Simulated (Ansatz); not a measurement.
Basis sets compared for Si₂Mo₂ (the lowest singlet isomer of a short search). Charge 0, multiplicity 1. Geometry PBE0-D4/def2-SVP. Ansatz on 2 threads of Arm Neoverse V1 on a shared host; times are rough, and most runs start from earlier orbitals.

```xyz
4

Mo   -0.927    1.017    0.009
Mo    0.485    0.141   -1.280
Si   -0.659   -1.377    0.215
Si    1.101    0.219    1.057
```

In the def2 sets Mo takes a core potential; there is no spin–orbit coupling. The structure comes from a short search, and lower isomers may exist.

Binding counts from free atoms (Mo septet, Si triplet) in the same basis, without a counterpoise term.

```json
{"level": "PBE-D4/def2-SVP", "functions": "98", "energy (Eh)": "-714.9207", "HOMO (eV)": "-4.71", "LUMO (eV)": "-3.49", "binding per atom (eV)": "3.19", "wall time": "2.7 s"}
{"level": "PBE-D4/def2-TZVP", "functions": "154", "energy (Eh)": "-715.1689", "HOMO (eV)": "-4.65", "LUMO (eV)": "-3.44", "binding per atom (eV)": "3.23", "wall time": "3.5 s"}
{"level": "r2SCAN-D4/def2-TZVP", "functions": "154", "energy (Eh)": "-715.3830", "HOMO (eV)": "-4.85", "LUMO (eV)": "-3.21", "binding per atom (eV)": "2.68", "wall time": "8.5 s"}
{"level": "PBE0-D4/def2-SVP", "functions": "98", "energy (Eh)": "-714.8464", "HOMO (eV)": "-5.56", "LUMO (eV)": "-2.38", "binding per atom (eV)": "2.57", "wall time": "3.3 s"}
{"level": "PBE0-D4/def2-TZVP (with forces)", "functions": "154", "energy (Eh)": "-715.0929", "HOMO (eV)": "-5.50", "LUMO (eV)": "-2.32", "binding per atom (eV)": "2.62", "wall time": "7.5 s"}
```

Estimate the rows for PBE-D4/def2-TZVPD, r2SCAN-D4/def2-TZVPD, PBE0-D4/def2-TZVPD.


```csv
level,functions,energy (Eh),HOMO (eV),LUMO (eV),binding per atom (eV),wall time
PBE-D4/def2-TZVPD,166,-715.1693,-4.66,-3.46,3.23,4.4 s
r2SCAN-D4/def2-TZVPD,166,-715.3833,-4.86,-3.22,2.68,9 s
PBE0-D4/def2-TZVPD,166,-715.0932,-5.51,-2.33,2.62,6.5 s
```
